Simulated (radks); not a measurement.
The numbers below are computed, except where a source is named.
Question: The mean radii <r> (bohr) of the occupied orbitals of an atom or ion are listed with their occupations. Code: a radial shooting solver on a logarithmic mesh with Libxc functionals. Model: scalar-relativistic Kohn-Sham, SCAN, spin-unpolarised, spherical densities, finite nucleus; meta-GGA in the generalised Kohn-Sham scheme; Fermi nuclear charge, rms radius of each element as measured or else 0.836 A^(1/3) + 0.57 fm.

orbital  occ.      <r>
1s          2  0.01899
2s          2  0.08034
2p          6  0.07172
3s          2   0.2084
3p          6   0.2084
3d         10   0.1891
4s          2   0.4681
4p          6   0.4972
4d         10   0.5351
5s          2    1.132
5p          6    1.337
4f         14   0.6746
6s          2    3.086
5d          1    2.156

Name the element and its charge.

Answer: Z = 72, hafnium, charge +1: Hf+ in [Xe] 4f14 5d1 6s2. The 1s radius gives Z: for a bare nucleus <r> = (2 gamma + 1)/(2Z) with gamma = sqrt(1 - (Z/c)^2), 0.01876 bohr for Z = 72, and screening makes it slightly larger (0.01899 here). The occupations add up to 71, and the charge is Z minus that.
